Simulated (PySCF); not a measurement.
PySCF job for Pb(Cl)(SH) (ClHPbS), SMILES [Cl][Pb][SH] (connectivity only; charge and spin as stated), neutral, multiplicity 1, TDDFT-CAM-B3LYP/def2-SVPD. Geometry: PBE-D3(BJ)/def2-TZVP. The def2 effective core potentials stand for the cores of Pb; spin–orbit coupling is left out. Other conformers were not sampled.

```python
import numpy as np
from pyscf import gto, scf, dft, tdscf

mol = gto.M(
    atom='''
    Pb    0.48919350    0.01878845    0.00000000
    Cl   -1.20649044    1.83588414    0.00000000
    S    -1.21059103   -1.87111720    0.00000000
    H    -0.23407308   -2.81280796    0.00000000
    ''',
    basis='def2-SVPD',
    ecp={'Pb': 'def2-svp'},
    charge=0,
    spin=0,
    symmetry=True,
    max_memory=1600,
    verbose=4,
)
mf = dft.RKS(mol, xc='cam-b3lyp').density_fit(auxbasis='def2-universal-jkfit')
mf.grids.level = 3
mf.conv_tol = 1e-9
mf.max_cycle = 100
mf.kernel()
mf.grids = dft.Grids(mol).set(level=1).build(with_non0tab=True)  # coarser grid for the response kernel
td = tdscf.TDDFT(mf)
td.singlet = True
td.nstates = 10
td.conv_tol = 1e-4
td.kernel(x0=td.get_init_guess(mf, 15))
td.analyze()
tt = tdscf.TDA(mf)
tt.singlet = False
tt.nstates = 4
tt.conv_tol = 1e-4
tt.kernel(x0=tt.get_init_guess(mf, 9))
tt.analyze(verbose=3)
```

Program output:

```
PySCF version 2.14.0

[INPUT] verbose = 4
[INPUT] num. atoms = 4
[INPUT] num. electrons = 56
[INPUT] charge = 0
[INPUT] spin (= nelec alpha-beta = 2S) = 0
[INPUT] symmetry True subgroup None
[INPUT] Mole.unit = angstrom
[INPUT] Symbol           X                Y                Z      unit          X                Y                Z       unit  Magmom
[INPUT]  1 Pb     0.489193500000   0.018788450000   0.000000000000 AA    0.924441736917   0.035505024805   0.000000000000 Bohr   0.0
[INPUT]  2 Cl    -1.206490440000   1.835884140000   0.000000000000 AA   -2.279936503506   3.469318221033   0.000000000000 Bohr   0.0
[INPUT]  3 S     -1.210591030000  -1.871117200000   0.000000000000 AA   -2.287685495555  -3.535899054963   0.000000000000 Bohr   0.0
[INPUT]  4 H     -0.234073080000  -2.812807960000   0.000000000000 AA   -0.442334014333  -5.315436685397   0.000000000000 Bohr   0.0

nuclear repulsion = 203.858616567314
point group symmetry = Cs
symmetry origin: [-6.51629644e-10  1.95488919e-09  0.00000000e+00]
symmetry axis x: [1.00000000e+00 1.95036939e-09 0.00000000e+00]
symmetry axis y: [-1.95036939e-09  1.00000000e+00  0.00000000e+00]
symmetry axis z: [0. 0. 1.]
num. orbitals of irrep A' = 66
num. orbitals of irrep A" = 28
number of shells = 38
number of NR pGTOs = 167
number of NR cGTOs = 94
basis = def2-SVPD
ecp = {'Pb': 'def2-svp'}


[settings echo left out]
init E= -1027.33874519065
HOMO (A") = -0.66290087113927  LUMO (A") = -0.575168163046865  gap/eV = 2.38733
cycle= 1 E= -1050.12080393644  delta_E= -22.8  |g|= 2.15  |ddm|= 13.7
HOMO (A') = -0.128197840475093  LUMO (A') = -0.0914274825625596  gap/eV = 1.00057
cycle= 2 E= -1046.72003004458  delta_E=  3.4  |g|= 4.04  |ddm|= 8.09
HOMO (A') = -0.268100944600469  LUMO (A") = -0.0525095397963913  gap/eV = 5.86654
cycle= 3 E= -1051.64113065267  delta_E= -4.92  |g|= 0.383  |ddm|= 5.05
HOMO (A') = -0.304158817782834  LUMO (A") = -0.0691306426210447  gap/eV = 6.39544
cycle= 4 E= -1051.68122334526  delta_E= -0.0401  |g|= 0.139  |ddm|= 0.653
HOMO (A") = -0.320005023032103  LUMO (A") = -0.0752716816443728  gap/eV = 6.65953
cycle= 5 E= -1051.68722524737  delta_E= -0.006  |g|= 0.0445  |ddm|= 0.246
HOMO (A') = -0.323711479050114  LUMO (A") = -0.0785423464235633  gap/eV = 6.67139
cycle= 6 E= -1051.68795405153  delta_E= -0.000729  |g|= 0.0113  |ddm|= 0.0895
HOMO (A') = -0.323385092475358  LUMO (A") = -0.0774780557905412  gap/eV = 6.69147
cycle= 7 E= -1051.68801875412  delta_E= -6.47e-05  |g|= 0.00361  |ddm|= 0.0282
HOMO (A') = -0.323498731208942  LUMO (A") = -0.0771551312104481  gap/eV = 6.70335
cycle= 8 E= -1051.68802914481  delta_E= -1.04e-05  |g|= 0.00139  |ddm|= 0.00873
HOMO (A') = -0.323267142041683  LUMO (A") = -0.0771020325773391  gap/eV = 6.69849
cycle= 9 E= -1051.68803152849  delta_E= -2.38e-06  |g|= 0.000518  |ddm|= 0.00529
HOMO (A') = -0.323305601649579  LUMO (A") = -0.0771568233050512  gap/eV = 6.69805
cycle= 10 E= -1051.68803186557  delta_E= -3.37e-07  |g|= 0.000132  |ddm|= 0.00195
HOMO (A') = -0.323287421924667  LUMO (A") = -0.0771612964236263  gap/eV = 6.69743
cycle= 11 E= -1051.68803188641  delta_E= -2.08e-08  |g|= 2.19e-05  |ddm|= 0.000565
HOMO (A') = -0.323285865532677  LUMO (A") = -0.0771608315460792  gap/eV = 6.69740
cycle= 12 E= -1051.68803188685  delta_E= -4.46e-10  |g|= 4.89e-06  |ddm|= 7.35e-05
HOMO (A') = -0.323285673395618  LUMO (A") = -0.0771601619485409  gap/eV = 6.69742
Extra cycle  E= -1051.68803188687  delta_E= -1.46e-11  |g|= 2.55e-06  |ddm|= 1.36e-05
converged SCF energy = -1051.68803188687
tot grids = 23768


******** <class 'pyscf.tdscf.rks.TDDFT'> for <class 'pyscf.df.df_jk.DFSymAdaptedRKS'> ********
nstates = 10 singlet
deg_eia_thresh = 1.000e-03
wfnsym = None
conv_tol = 0.0001
eigh lindep = 1e-12
eigh level_shift = 0
eigh max_cycle = 100


Excitation energies (eV)
[3.48046417 3.95803301 4.78071035 5.09131213 5.1952235  5.4043026
 5.41735792 5.47509364 6.23442958 6.30360726]

** Singlet excitation energies and oscillator strengths **
Excited State   1:   A"      3.48046 eV    356.23 nm  f=0.0086
      28 -> 29        0.70441
Excited State   2:   A'      3.95803 eV    313.25 nm  f=0.0287
      27 -> 29        0.68071
      28 -> 31        0.16772
Excited State   3:   A"      4.78071 eV    259.34 nm  f=0.0039
      26 -> 29        0.70320
Excited State   4:   A'      5.09131 eV    243.52 nm  f=0.0019
      25 -> 29        0.64490
      28 -> 30        0.25004
Excited State   5:   A"      5.19522 eV    238.65 nm  f=0.0004
      24 -> 29        0.68170
      27 -> 30        0.11064
      27 -> 31       -0.12019
Excited State   6:   A"      5.40430 eV    229.42 nm  f=0.0148
      24 -> 29       -0.14214
      27 -> 30        0.65126
      27 -> 31       -0.20753
Excited State   7:   A'      5.41736 eV    228.86 nm  f=0.0669
      25 -> 29       -0.22619
      26 -> 30        0.10315
      28 -> 30        0.63892
Excited State   8:   A"      5.47509 eV    226.45 nm  f=0.0042
      27 -> 30        0.21332
      27 -> 31        0.63553
      27 -> 33       -0.12306
Excited State   9:   A"      6.23443 eV    198.87 nm  f=0.0169
      25 -> 30        0.23492
      27 -> 32        0.56031
      27 -> 33       -0.31823
Excited State  10:   A'      6.30361 eV    196.69 nm  f=0.3351
      24 -> 31       -0.13405
      26 -> 30        0.31079
      27 -> 29        0.12310
      28 -> 31       -0.56665

** Transition electric dipole moments (AU) **
state          X           Y           Z        Dip. S.      Osc.
  1        -0.0000      0.0000     -0.3174      0.1007      0.0086
  2         0.2093      0.5027     -0.0000      0.2965      0.0287
  3         0.0000     -0.0000      0.1821      0.0331      0.0039
  4         0.0319     -0.1206      0.0000      0.0156      0.0019
  5         0.0000     -0.0000     -0.0548      0.0030      0.0004
  6         0.0000      0.0000      0.3347      0.1120      0.0148
  7        -0.5369      0.4645     -0.0000      0.5041      0.0669
  8        -0.0000     -0.0000     -0.1768      0.0312      0.0042
  9        -0.0000     -0.0000      0.3330      0.1109      0.0169
 10         1.1073      0.9714     -0.0000      2.1697      0.3351

WARN: ECP detected. Skipping calculation of transition velocity and magnetic dipole moments, which have not yet been implemented.



******** <class 'pyscf.tdscf.rks.TDA'> for <class 'pyscf.df.df_jk.DFSymAdaptedRKS'> ********
nstates = 4 triplet
deg_eia_thresh = 1.000e-03
wfnsym = None
conv_tol = 0.0001
eigh lindep = 1e-12
eigh level_shift = 0
eigh max_cycle = 100


Excitation energies (eV)
[2.95940336 3.2123482  4.59950519 4.59998259]

** Triplet excitation energies and oscillator strengths **
Excited State   1:   A"      2.95940 eV    418.95 nm  f=0.0000
Excited State   2:   A'      3.21235 eV    385.96 nm  f=0.0000
Excited State   3:   A'      4.59951 eV    269.56 nm  f=0.0000
Excited State   4:   A"      4.59998 eV    269.53 nm  f=0.0000
```

The calculation finished and met its thresholds.
